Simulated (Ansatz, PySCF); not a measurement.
Bond stretch in BeH (cation, charge +1), singlet.

- RKS-B3LYP/6-31G* = restricted B3LYP/6-31G*, spherical d run with PySCF
- FCI = Ansatz (a program for electronic structure) with full CI/aug-cc-pVTZ, frozen core

Energies relative to the lowest point of each curve near equilibrium, in kcal/mol:

```json
[
 {"R / Å": "1.07", "RKS-B3LYP/6-31G*": "18.3"},
 {"R / Å": "1.13", "RKS-B3LYP/6-31G*": "9.7"},
 {"R / Å": "1.29", "RKS-B3LYP/6-31G*": "0.2"},
 {"R / Å": "1.33", "RKS-B3LYP/6-31G*": "0.0"},
 {"R / Å": "1.44", "RKS-B3LYP/6-31G*": "2.1"},
 {"R / Å": "1.99", "RKS-B3LYP/6-31G*": "35.8"},
 {"R / Å": "2.20", "RKS-B3LYP/6-31G*": "49.0"},
 {"R / Å": "2.38", "RKS-B3LYP/6-31G*": "59.0"},
 {"R / Å": "2.89", "RKS-B3LYP/6-31G*": "79.8"},
 {"R / Å": "3.64", "RKS-B3LYP/6-31G*": "95.4"},
 {"R / Å": "4.00", "RKS-B3LYP/6-31G*": "98.9"},
 {"R / Å": "4.66", "RKS-B3LYP/6-31G*": "101.6"}
]
```

Q: What does FCI give at the same points?

A: 1.07: 16.7; 1.13: 8.6; 1.29: 0.1; 1.33: 0.0; 1.44: 2.3; 1.99: 33.4; 2.20: 44.3; 2.38: 51.8; 2.89: 64.8; 3.64: 70.6; 4.00: 71.3; 4.66: 71.8 (kcal/mol).

The restricted form behind RKS-B3LYP/6-31G* keeps the bonding electrons paired and can't separate into open-shell fragments.
